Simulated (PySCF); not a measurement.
C6H6O2.
Geometry (GFN2-xTB, Å), atoms numbered from 1 in this order:
```xyz
14
C6H6O2 angstrom
C      2.6898    1.4507   -0.2212
C      1.9403    0.6180   -0.6414
C      1.0045   -0.3869   -1.1075
C     -0.1553   -0.5310   -0.1390
C     -0.0761   -1.3606    0.8611
O      0.0592   -2.1596    1.7109
O     -1.2136    0.3284   -0.3920
C     -2.2235    0.3118    0.5814
H      3.3563    2.1795    0.1323
H      1.5219   -1.3414   -1.2279
H      0.5822   -0.0767   -2.0663
H     -2.9755    1.0276    0.2549
H     -2.6765   -0.6835    0.6697
H     -1.8343    0.6084    1.5626
```

Method used: TDDFT B3LYP/def2-SVPD, vertical, gas phase, core orbitals frozen in the response in PySCF.

Ground-to-excited transition dipoles (e·a0, same axes as the geometry; the sign carries no meaning), for the states with f of 0.002 or more among the lowest 7:

```tsv
state	E (eV)	μx	μy	μz
S3	5.079	-0.302	-0.186	0.113
S4	5.207	0.273	0.262	-0.030
S5	5.806	0.042	0.118	-0.228
S6	5.928	-0.285	-0.178	0.229
S7	6.061	-0.093	-0.241	0.034
```

(1) Work out the oscillator strengths.

(2) Which bond between heavy atoms lies closest to the direction of the S6 transition dipole?

(3) What angle do the transition dipoles of S4 and S6 make?

(4) What peak molar absorption coefficient would the strongest computed level give as a lone Gaussian band 0.5 eV wide at half height?

Answers

(1) f = (2/3) ΔE |μ|² with ΔE in hartree (27.2114 eV).

| state | \|μ\|² (au) | \|μ\| (D) | f |
| --- | --- | --- | --- |
| S3 | 0.139 | 0.95 | 0.017 |
| S4 | 0.144 | 0.96 | 0.018 |
| S5 | 0.068 | 0.66 | 0.010 |
| S6 | 0.166 | 1.03 | 0.024 |
| S7 | 0.068 | 0.66 | 0.010 |

(2) C3–C4, at 21° from it; next O7–C8 at 26°.

(3) |cos θ| = |μa·μb| / (|μa| |μb|) = 0.85, so θ ≈ 32° (taken between 0 and 90°, since the signs are arbitrary).

(4) ε(max) = 2.175×10⁸ f / FWHM, with the width in cm⁻¹. S6: 2.175×10⁸ × 0.0240 / 4033 ≈ 1300 L mol⁻¹ cm⁻¹.

One conformer stands for the species.
